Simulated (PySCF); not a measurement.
C₄H₉FSi.

```xyz
15

F     -0.6349     1.8910    -0.8734
Si    -0.2816     0.8798     0.3667
C      1.4384     0.1309     0.1757
C      1.1447    -1.2625    -0.4283
C     -0.1307    -1.8231     0.2315
C     -1.2373    -0.7406     0.1914
H     -0.5130     1.6637     1.6103
H      1.8969     0.0251     1.1756
H      2.1296     0.7322    -0.4345
H      1.9946    -1.9542    -0.3083
H      0.9730    -1.1608    -1.5148
H      0.0952    -2.0762     1.2829
H     -0.4539    -2.7593    -0.2521
H     -1.7316    -0.7284    -0.7963
H     -2.0251    -0.9059     0.9418
```
Charge 0, spin multiplicity 1.

Coordinates come from a B3LYP-D3(BJ)/def2-SVP optimisation. Other conformers were not sampled.

Method: PBE0/pcSseg-1 run with PySCF. Non-relativistic, no solvent.

Computed absolute GIAO shielding of each atom: isotropic value and principal components (ppm):
```tsv
atom	σ(iso)	σ11	σ22	σ33	span
F1	371.3	363.4	365.2	385.2	21.8
Si2	306.1	251.3	320.7	346.5	95.2
C3	168.8	160.5	171.9	174.1	13.7
C4	155.4	137.4	158.7	170.0	32.6
C5	155.4	135.0	158.7	172.5	37.5
C6	169.4	157.6	166.8	183.9	26.3
H7	25.9	22.5	24.0	31.2	8.7
H8	31.0	26.4	28.3	38.4	12.1
H9	30.2	26.0	27.2	37.4	11.3
H10	29.3	24.0	27.3	36.7	12.7
H11	29.9	25.5	27.9	36.3	10.7
H12	30.3	25.5	28.5	37.0	11.5
H13	29.3	24.0	27.3	36.6	12.6
H14	30.6	26.4	27.8	37.6	11.2
H15	30.2	25.5	27.6	37.4	11.9
```
